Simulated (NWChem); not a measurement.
System: C3H9OSi, doublet; SMILES CO[Si](C)C

NWChem input:

```
start job
memory heap 200 mb stack 900 mb global 1100 mb
geometry units angstroms noautosym nocenter noautoz
  C      0.003671     2.031617    -0.480889
  O      0.020563     1.148879     0.602615
  Si     0.000776    -0.523738     0.549566
  C      1.543670    -1.169626    -0.321732
  C     -1.560729    -1.133982    -0.314472
  H     -0.905106     1.918314    -1.101969
  H      0.881818     1.903298    -1.141903
  H      0.020861     3.065878    -0.102132
  H      1.566523    -2.270532    -0.310441
  H      1.566891    -0.841590    -1.375963
  H      2.457847    -0.803331     0.169430
  H     -1.580368    -0.809555    -1.369877
  H     -2.464082    -0.744506     0.178958
  H     -1.610045    -2.233973    -0.299226
end
basis spherical
  * library def2-svp
end
dft
  odft
  mult 2
  xc xpbe96 cpbe96
  iterations 150
end
cosmo
  do_cosmo_smd true
  solvent toluene
end
task dft energy
```

Geometry: optimised at PBE0/def2-SVP, spin-unrestricted. No stability test was run on the SCF state. Solvent: toluene.

Level: PBE/def2-SVP with SMD (1 M gas to 1 M solution), gas-phase geometry. Reactions with the solvent are ignored.

### Question
What results follow from this input? (PBE/def2-SVP, spin-unrestricted, SMD on the gas-phase geometry.) Quantities: solvation free energy (kcal/mol); cavity-dispersion-structure term (kcal/mol); dipole in solution (D).

### Answer
```yaml
solvation free energy (kcal/mol): -2.1
cavity-dispersion-structure term (kcal/mol): -0.7
dipole in solution (D): 1.95
```
